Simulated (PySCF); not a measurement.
CF2I, SMILES F[C](F)I (connectivity only; charge and spin as stated), charge +1, multiplicity 1.

Coordinates come from a PBE0-D3(BJ)/def2-SVP optimisation. The spin state was assumed, not searched. The isomer is the one that the SMILES or the coordinates give; other isomers of the formula were not compared. The def2 effective core potentials stand for the cores of I; spin–orbit coupling is left out.

Level of theory: TDA-PBE/def2-SVPD (PySCF).

Vertical excitations.  State labels are in the subgroup C2v.

| state | symmetry | energy (eV) | λ (nm) | f | main pairs |
|---|---|---|---|---|---|
| S1 | A2 | 3.04 | 407 | 0.000 | HOMO→LUMO 100 % |
| S2 | A1 | 5.21 | 238 | 0.172 | HOMO−1→LUMO 87 % |
| S3 | B2 | 5.32 | 233 | 0.001 | HOMO→LUMO+1 99 % |
| S4 | B1 | 5.86 | 212 | 0.000 | HOMO−1→LUMO+1 99 % |
| S5 | B1 | 7.01 | 177 | 0.006 | HOMO−2→LUMO 98 % |
| S6 | A2 | 7.63 | 162 | 0.000 | HOMO−3→LUMO 100 % |
| S7 | B2 | 8.35 | 148 | 0.069 | HOMO→LUMO+2 99 % |
| S8 | B1 | 9.06 | 137 | 0.116 | HOMO−1→LUMO+2 97 % |
| S9 | A1 | 9.16 | 135 | 0.007 | HOMO→LUMO+3 63 %, HOMO−2→LUMO+1 36 % |
| S10 | B2 | 9.41 | 132 | 0.002 | HOMO−3→LUMO+1 90 % |
| T1 | A2 | 2.79 | 444 | 0 | HOMO→LUMO 100 % |
| T2 | A1 | 3.03 | 409 | 0 | HOMO−1→LUMO 100 % |
| T3 | B2 | 4.39 | 283 | 0 | HOMO→LUMO+1 100 % |
| T4 | B1 | 4.96 | 250 | 0 | HOMO−1→LUMO+1 97 % |
Triplets are in the Tamm–Dancoff approximation.
